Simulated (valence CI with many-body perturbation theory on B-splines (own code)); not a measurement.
# Level structure of Pm28+

Method: configuration interaction combined with many-body perturbation theory (CI+MBPT): five valence electrons over a frozen Dirac-Fock core [Ar] 3d10, a basis of 11 s, 11 p, 10 d, 8 f, 5 g, 2 h functions for each j, with the one-electron correlation potential Σ1, the two-electron term Σ2, the three-electron term Σ3, Breit, model QED; selected CI, second order for the rest, scaled by the run's own slope (own B-spline code, finite nucleus).

The last digits are not significant, and no measured levels were compared; by estimate large intervals hold to a few tenths of a per cent, small ones and those within an open d or f shell to about a per cent. Among the levels kept, up to 2100 cm⁻¹ of a level comes from second order outside the variational space, and about a tenth of that is noise between levels of different J, which matters for small intervals.

Levels 136 to 171 of 171, with energies above the lowest level, 4s2 4p3 2P°_3/2 [a]. "Leading %" is the weight of the configuration and term that name the level; weights of strongly mixed levels are sums over their largest components and can fall short. Lifetimes count E1, E2, E3, M1 and M2 decay at the calculated energies, and are blank where another channel may lead or the interval is too uncertain; long ones can be off by a factor of two.

| No. | Configuration | Term | J | E (cm⁻¹) | Leading % | Second component | Lifetime | g |
| --- | --- | --- | --- | --- | --- | --- | --- | --- |
| 136 | 4s2 4p2 4f | 4D° | 5/2 | 2291900 | 27 | 23 % 4s2 4p2 4f 2D° | 1.87 ps | 1.187 |
| 137 | 4s2 4p 4d2 | 2P° | 1/2 | 2307200 | 67 | 10 % 4s2 4p 4d2 4D° | 2.16 ps | 0.687 |
| 138 | 4s2 4p2 4f | 2F° | 5/2 | 2309100 | 44 | 15 % 4s2 4p2 4f 2D° | 5.13 ps | 0.937 |
| 139 | 4s2 4p2 4f | 2G° | 9/2 | 2310900 | 41 | 30 % 4s2 4p 4d2 2H° | 2.95 ps | 1.003 |
| 140 | 4s 4p3 4d | 2D° | 3/2 | 2316400 | 33 | 10 % 4s 4p3 4d 2P° | 3.09 ps | 0.960 |
| 141 | 4s 4p3 4d | 2P° | 1/2 | 2334100 | 38 | 23 % 4s2 4p2 4f 4D° | 1.62 ps | 0.490 |
| 142 | 4s2 4p 4d2 | 2G° | 7/2 | 2342500 | 23 | 17 % 4s2 4p2 4f 2F° | 1.60 ps | 1.055 |
| 143 | 4s 4p3 4d | 2F° | 7/2 | 2343300 | 30 | 23 % 4s 4p3 4d 4D° | 2.54 ps | 1.199 |
| 144 | 4s2 4p2 4f | 2D° | 3/2 | 2345500 | 23 | 15 % 4s2 4p2 4f 2P° | 1.77 ps | 1.009 |
| 145 | 4s 4p3 4d | 2D° | 5/2 | 2353800 | 24 | 13 % 4s 4p3 4d 4D° | 2.04 ps | 1.131 |
| 146 | 4s 4p3 4d | 2P° | 3/2 | 2357200 | 30 | 10 % 4s 4p3 4d 4D° | 2.06 ps | 1.162 |
| 147 | 4s 4p3 4d | 2D° | 5/2 | 2361600 | 36 | 15 % 4s 4p3 4d 2F° | 1.67 ps | 1.093 |
| 148 | 4s2 4p 4d2 | 4G° | 11/2 | 2368200 | 85 | 11 % 4s2 4p2 4f 2H° | 6.33 ps | 1.249 |
| 149 | 4s2 4p 4d2 | 4G° | 9/2 | 2383800 | 34 | 28 % 4s2 4p 4d2 4F° | 1.63 ps | 1.198 |
| 150 | 4s2 4p 4d2 | 2F° | 7/2 | 2388100 | 36 | 16 % 4s2 4p 4d2 4F° | 1.96 ps | 1.171 |
| 151 | 4s2 4p 4d2 | 2D° | 3/2 | 2402600 | 28 | 14 % 4s2 4p 4d2 2P° | 1.06 ps | 0.948 |
| 152 | 4s2 4p 4d2 | 4D° | 5/2 | 2402900 | 27 | 24 % 4s2 4p 4d2 4P° | 2.64 ps | 1.318 |
| 153 | 4s 4p3 4d | 2P° | 1/2 | 2403100 | 35 | 20 % 4s2 4p 4d2 2P° | 1.84 ps | 0.698 |
| 154 | 4s2 4p 4d2 | 4F° | 5/2 | 2417100 | 24 | 17 % 4s2 4p 4d2 4D° | 1.05 ps | 1.090 |
| 155 | 4s2 4p 4d2 | 4F° | 7/2 | 2417900 | 22 | 18 % 4s2 4p 4d2 2F° | 1.04 ps | 1.202 |
| 156 | 4s2 4p 4d2 | 4D° | 3/2 | 2418400 | 50 | 13 % 4s2 4p2 4f 2D° | 1.26 ps | 1.115 |
| 157 | 4s2 4p 4d2 | 2H° | 11/2 | 2421100 | 66 | 29 % 4s2 4p2 4f 4G° | 2.71 ps | 1.147 |
| 158 | 4s2 4p 4d2 | 4D° | 1/2 | 2425300 | 33 | 20 % 4s2 4p2 4f 2P° | 1.22 ps | 0.683 |
| 159 | 4s2 4p 4d2 | 2G° | 9/2 | 2430800 | 33 | 24 % 4s2 4p2 4f 2H° | 2.49 ps | 1.098 |
| 160 | 4s2 4p 4d2 | 4D° | 7/2 | 2432000 | 54 | 11 % 4s2 4p 4d2 2F° | 2.56 ps | 1.331 |
| 161 | 4s2 4p 4d2 | 2F° | 5/2 | 2433400 | 25 | 7 % 4s2 4p 4d2 2D° | 1.96 ps | 1.056 |
| 162 | 4s2 4p 4d2 | 2S° | 1/2 | 2436100 | 37 | 20 % 4s2 4p 4d2 4P° | 1.38 ps | 1.601 |
| 163 | 4s2 4p2 4f | 2P° | 3/2 | 2439800 | 15 | 12 % 4s 4p3 4d 2D° | 1.57 ps | 1.133 |
| 164 | 4s2 4p 4d2 | 4P° | 5/2 | 2454200 | 30 | 15 % 4s2 4p 4d2 4D° | 2.14 ps | 1.337 |
| 165 | 4s2 4p 4d2 | 4S° | 3/2 | 2455100 | 30 | 20 % 4s2 4p 4d2 4P° | 1.19 ps | 1.599 |
| 166 | 4s2 4p 4d2 | 2F° | 7/2 | 2462500 | 21 | 12 % 4s2 4p 4d2 2G° | 2.38 ps | 1.108 |
| 167 | 4s2 4p 4d2 | 2G° | 7/2 | 2482600 | 22 | 18 % 4s2 4p2 4f 4F° | 1.81 ps | 1.120 |
| 168 | 4s 4p2 4d2 | 6G | 3/2 | 2485500 | 25 | 15 % 4p4 4d 4D | 25.4 ps | 0.734 |
| 169 | 4p4 4d | 4D | 5/2 | 2487900 | 26 | 7 % 4s 4p2 4d2 6G | 23.0 ps | 1.196 |
| 170 | 4s2 4p 4d2 | 2F° | 5/2 | 2494200 | 38 | 22 % 4s2 4p2 4f 2F° | 2.78 ps | 0.919 |
| 171 | 4s2 4p 4d2 | 2G° | 9/2 | 2497000 | 31 | 20 % 4s2 4p 4d2 4F° | 2.10 ps | 1.193 |

Names give the largest LS component (configuration and term), which can be under half, so a name can repeat, a term be missing and a line seem to break the LS rules; names also repeat where a configuration has a term twice.

Where two levels of one J and parity lie close, their mixing, g and order are uncertain.
